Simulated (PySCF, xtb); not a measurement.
HgBr, SMILES [Br][Hg+], charge +1.

GFN2-xTB (xtb) at its own geometry gives an orbital gap of 1.97 eV.

Coordinates come from a r2SCAN-D4/def2-TZVP optimisation. The multiplicity is an assumed one; other spin states were not compared. The def2 effective core potentials stand for the cores of Hg; spin–orbit coupling is left out.

What does PBE/def2-TZVPD (PySCF) give? (The exact figures need the calculation; the answer reports its results.)

gap 1.12 eV (levels -13.20 and -12.08 eV).
